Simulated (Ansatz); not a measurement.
Consider the ligand exchange at a Ge–C bond: `[CH3][Ge][NH2]` + silanol → `[NH2][Ge][O][SiH3]` + CH₄.

Program: Ansatz. Geometries: PBE0-D4/def2-TZVP. ΔE: electronic, gas phase. CBS: MP2 limit from def2 TZ/QZ plus the TZ coupled-cluster correction, frozen cores. This one scheme is used for every species. Functionals use def2-TZVPP. For Ge outer-core shells are correlated without core-valence functions, which leaves a few kJ/mol of doubt a bond. Scalar relativity is left out up to krypton. One conformer a species, not always the lowest.

```tsv
species	revPBE energy (Eh)
`[CH3][Ge][NH2]`	-2172.72887
`O[SiH3]`	-367.10867
`[NH2][Ge][O][SiH3]`	-2499.36255
CH₄	-40.51893
```

Work out ΔE.

ΔE = (-2499.36255) + (-40.51893) − (-2172.72887) − (-367.10867) = -0.04394 Eh = -115.4 kJ/mol. CCSD(T)/CBS gives -118.9 kJ/mol.

Largest T1 diagnostic among the species: 0.014.

At CCSD(T), def2-SVP lies −12.3 kJ/mol from the extrapolated value and def2-TZVPP −0.9 kJ/mol. In def2-TZVPP, CCSD(T) changes the Hartree–Fock value by +9.8 kJ/mol (the triples alone add −0.4 kJ/mol) and MP2 by +7.0 kJ/mol. Leaving LDA and LC-ωPBE aside and taking each functional with its dispersion term where it has one, the values, not all of them listed here, spread over 13.6 kJ/mol, from BHLYP-D4 to HSE06-D4.
